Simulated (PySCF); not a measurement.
# ECD: `InChI=1S/C4H7FO2/c1-3(5)7-4-2-6-4/h3-4H,2H2,1H3/t3-,4-/m0/s1`

Geometry:
```json
{"atom": "C1", "x (Å)": "-2.014", "y (Å)": "1.004", "z (Å)": "0.419"}
{"atom": "C2", "x (Å)": "-1.089", "y (Å)": "-0.034", "z (Å)": "-0.183"}
{"atom": "F3", "x (Å)": "-1.420", "y (Å)": "-0.225", "z (Å)": "-1.515"}
{"atom": "O4", "x (Å)": "0.220", "y (Å)": "0.422", "z (Å)": "-0.111"}
{"atom": "C5", "x (Å)": "1.177", "y (Å)": "-0.507", "z (Å)": "-0.481"}
{"atom": "C6", "x (Å)": "2.457", "y (Å)": "-0.487", "z (Å)": "0.222"}
{"atom": "O7", "x (Å)": "1.501", "y (Å)": "-1.493", "z (Å)": "0.438"}
{"atom": "H8", "x (Å)": "-1.843", "y (Å)": "1.957", "z (Å)": "-0.073"}
{"atom": "H9", "x (Å)": "-3.046", "y (Å)": "0.698", "z (Å)": "0.274"}
{"atom": "H10", "x (Å)": "-1.803", "y (Å)": "1.102", "z (Å)": "1.479"}
{"atom": "H11", "x (Å)": "-1.197", "y (Å)": "-1.025", "z (Å)": "0.287"}
{"atom": "H12", "x (Å)": "1.117", "y (Å)": "-0.830", "z (Å)": "-1.519"}
{"atom": "H13", "x (Å)": "2.582", "y (Å)": "0.213", "z (Å)": "1.038"}
{"atom": "H14", "x (Å)": "3.356", "y (Å)": "-0.795", "z (Å)": "-0.296"}
```

Computed with TDDFT CAM-B3LYP/def2-SVPD circular dichroism and optical rotation, one conformer, gas phase (PySCF). Geometry: GFN2-xTB.

The molecule is flexible and this is one conformer; a measurement averages over conformers.

(1) What are the CIP labels of the stereocentres?

(2) List the lowest 12 singlet excitations with oscillator and rotatory strengths.

Answers

(1) C2 R, C5 S.

(2) Rotatory strengths R in 10⁻⁴⁰ esu² cm², velocity form and length form (origin at the centre of mass); f in length form.
| state | E (eV) | λ (nm) | f | R (velocity) | R (length) | main |
| --- | --- | --- | --- | --- | --- | --- |
| 1 | 8.28 | 150 | 0.002 | -1.2 | -0.3 | HOMO→LUMO 0.47, HOMO→LUMO+2 0.24 |
| 2 | 8.51 | 146 | 0.023 | +26.8 | +29.9 | HOMO→LUMO+1 0.32, HOMO→LUMO+3 0.22 |
| 3 | 8.75 | 142 | 0.020 | -1.8 | -2.0 | HOMO→LUMO+2 0.28, HOMO→LUMO+1 0.23 |
| 4 | 8.96 | 138 | 0.006 | -0.5 | -0.6 | HOMO−1→LUMO 0.58, HOMO−1→LUMO+2 0.09 |
| 5 | 9.02 | 137 | 0.030 | -29.3 | -31.2 | HOMO→LUMO+4 0.21, HOMO−1→LUMO+1 0.13 |
| 6 | 9.14 | 136 | 0.036 | -10.2 | -8.4 | HOMO−1→LUMO+2 0.29, HOMO−1→LUMO+1 0.22 |
| 7 | 9.24 | 134 | 0.013 | -4.1 | -4.0 | HOMO−2→LUMO 0.56 |
| 8 | 9.43 | 132 | 0.045 | -13.3 | -14.0 | HOMO−1→LUMO+3 0.21, HOMO−1→LUMO+2 0.13 |
| 9 | 9.50 | 131 | 0.007 | +12.1 | +11.8 | HOMO−1→LUMO+3 0.32, HOMO−2→LUMO+1 0.11 |
| 10 | 9.55 | 130 | 0.049 | -24.5 | -25.3 | HOMO−2→LUMO+2 0.34, HOMO−2→LUMO+1 0.22 |
| 11 | 9.73 | 127 | 0.006 | +8.5 | +8.2 | HOMO−1→LUMO+4 0.15, HOMO−3→LUMO 0.11 |
| 12 | 9.77 | 127 | 0.013 | -4.0 | -5.2 | HOMO−2→LUMO+3 0.33, HOMO−2→LUMO+2 0.26 |

Among the states computed, the strongest CD band (largest |R|) is state 5. The largest dissymmetry factor in size, g = 4R/(D+G), with D and G the electric and magnetic dipole strengths, is +0.023 for state 9 (velocity form, f = 0.008), among bands with |R| over 0.5. The mirror image has the same energies and oscillator strengths and all R with the opposite sign.
